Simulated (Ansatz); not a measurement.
Isolated molecules relaxed with PBE0-D4/def2-TZVP in Ansatz; ΔE leaves out vibrations. CBS: MP2 limit from def2 TZ/QZ plus the TZ coupled-cluster correction, frozen cores. This one scheme is used for every species. Functionals use def2-TZVPP. One conformer a species, not always the lowest.

`[F][AlH2]` + `BS[SiH2][SiH2]C` → `C[SiH2][AlH][F]` + `BS[SiH3]`  (redistribution)

```json
{"level": "PBE-D4", "ΔE (eV)": "0.05"}
{"level": "PBE0", "ΔE (eV)": "-0.01"}
{"level": "CCSD/def2-TZVPP", "ΔE (eV)": "0.02"}
{"level": "CCSD/CBS(def2)", "ΔE (eV)": "0.04"}
```

(1) What does CCSD(T)/CBS give? (An estimate is asked.)

Largest T1 diagnostic among the species: 0.014.

Results:

(1) Computed: +0.05 eV. The listed levels differ from it by 0.00, -0.06, -0.03, -0.01 eV.

The D4 term adds +0.10 eV with B3LYP and +0.06 eV with PBE0; it sums over pairs of atoms, weighted by their polarisabilities, and B3LYP, whose exchange is more repulsive, gets the larger term. In def2-TZVPP, CCSD(T) changes the Hartree–Fock value by +0.08 eV (the triples alone add +0.02 eV) and MP2 by +0.12 eV.

B3LYP here is the variant with VWN-RPA as its local correlation; programs differ in this.
